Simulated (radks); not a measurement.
All-electron atom: Kr I in [Ar] 3d10 4s2 4p5.5 5s0.5 (fractional occupations, a model configuration). Method: Dirac Kohn-Sham, AM05, spin-unpolarised, spherical densities, finite nucleus; open shells fill j = l - 1/2 first; Fermi nuclear charge, rms radius 4.1884 fm; computed with a radial shooting solver on a logarithmic mesh with Libxc functionals. Some entries of the table are withheld. Estimate them.

orbital,occ.,eigenvalue (eV),<1/r> (bohr^-1)
1s1/2,2,(1),36.73
2s1/2,2,-1864.303,8.218
2p1/2,2,(2),8.191
2p3/2,4,(3),7.906
3s1/2,2,-266.2984,2.711
3p1/2,2,(4),(5)
3p3/2,4,(6),(7)
3d3/2,4,-85.4536,2.283
3d5/2,6,-84.1493,2.265
4s1/2,2,-25.8568,0.8601
4p1/2,2,-12.2489,(8)
4p3/2,3.5,-11.5684,(9)
5s1/2,0.5,-1.4437,0.2035

Answer. 
(1) 1s1/2 eigenvalue (eV): -14135.17
(2) 2p1/2 eigenvalue (eV): -1685.967
(3) 2p3/2 eigenvalue (eV): -1632.262
(4) 3p1/2 eigenvalue (eV): -203.3392
(5) 3p1/2 <1/r> (bohr^-1): 2.598
(6) 3p3/2 eigenvalue (eV): -195.4226
(7) 3p3/2 <1/r> (bohr^-1): 2.529
(8) 4p1/2 <1/r> (bohr^-1): 0.7145
(9) 4p3/2 <1/r> (bohr^-1): 0.6966
